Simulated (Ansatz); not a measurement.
```yaml
crystal:
  periodic: [false, false, false]
  atoms:
    - {symbol: C, position_ang: [-1.251233, 0.536241, 0.247449]}
    - {symbol: Zn, position_ang: [0.549122, 0.044276, -0.294622]}
    - {symbol: Te, position_ang: [2.858925, -0.582693, -0.991798]}
    - {symbol: H, position_ang: [-1.917529, 0.566170, -0.616996]}
    - {symbol: H, position_ang: [-1.642336, -0.193225, 0.960090]}
    - {symbol: H, position_ang: [-1.252936, 1.518833, 0.723614]}
    - {symbol: h, position_ang: [2.717185, -1.957702, -0.073336]}
basis:
  gaussian: {orbitals: def2-TZVPP, fitting: {mean_field: def2-universal-jkfit}}
hamiltonian: {xc: {name: r2SCAN0}}
```

```sh
$ ansatz run in.yaml --threads 4 --pin off --events-out ev --progress --plain --max-ram 10444MiB
```

Question: How does Ansatz answer? (Best estimate.)

Answer: Ansatz gave: The program refused the input.
```
Error: YAML parse error: error: line 10 column 16: `h` is not an element symbol (H … Og, case-exact)
 8 |     - {symbol: H, position_ang: [-1.642336, -0.193225, 0.960090]}
 9 |     - {symbol: H, position_ang: [-1.252936, 1.518833, 0.723614]}
10 |     - {symbol: h, position_ang: [2.717185, -1.957702, -0.073336]}
11 | basis:
12 |   gaussian: {orbitals: def2-TZVPP, fitting: {mean_field: def2-universal-jkfit}}
```
